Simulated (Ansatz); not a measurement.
`[SH][Al]([Cl])[Br]` + HBr → `[SH][Al]([Br])[Br]` + HCl at 700 K and 1 bar (ligand exchange at the Al–Cl bond).

Gas-phase electronic energies from Ansatz, PBE0-D4/def2-TZVP geometries. CCSD(T)/CBS is the MP2 limit (def2-TZVPP, def2-QZVPP) plus CCSD(T) − MP2 in def2-TZVPP, frozen cores. This one scheme is used for every species. For Br outer-core shells are correlated without core-valence functions, which leaves a few kJ/mol of doubt a bond. Scalar relativity is left out up to krypton. Each species was taken in one conformer, which may not be the lowest.

```
             species  CCSD(T)/CBS energy (Eh)  H − E (kJ/mol)  S (J/(mol·K))
`[SH][Al]([Cl])[Br]`              -3673.67780            88.8          428.3
                 HBr              -2573.91920            36.5          223.7
`[SH][Al]([Br])[Br]`              -5787.21638            88.6          440.7
                 HCl               -460.38127            38.4          211.8
```

H − E and S are ideal-gas, rigid-rotor, harmonic terms from PBE0-D4/def2-TZVP, for one conformer and one mirror image of each species. 1 Eh = 2625.50 kJ/mol, R = 8.31446 J/(mol·K).

By hand: ΔE, ΔH, ΔS and ΔG.

ΔE = (-5787.21638) + (-460.38127) − (-3673.67780) − (-2573.91920) = -0.00065 Eh = -1.7 kJ/mol. Δ(H − E) = 88.6 + 38.4 − 88.8 − 36.5 = 1.7, so ΔH = 0.0 kJ/mol. ΔS = 440.7 + 211.8 − 428.3 − 223.7 = 0.5 J/(mol·K). ΔG = 0.0 − 700 × (0.5)/1000 = -0.3 kJ/mol.

By hand: the equilibrium constant, and the temperature at which ΔG would vanish if ΔH and ΔS stayed fixed.

log₁₀ K = −ΔG/(RT ln 10) = 0.0. With ΔH or ΔS at zero there is no such temperature.

TΔS isn't small against ΔH here. The sign of ΔG lies within the doubt. A doubt of 5 kJ/mol in ΔE shifts log₁₀ K by 0.4 here. Other conformers and mirror images would add mixing entropy, several J/(mol·K) or more a flexible species. These are equilibria of isolated gas molecules and say nothing of rates. Largest T1 diagnostic: 0.008 (customary marks: 0.02 for closed shells, 0.045 for open ones).

ΔS is within the doubt of such terms, so its sign, and with it that verdict, could turn.
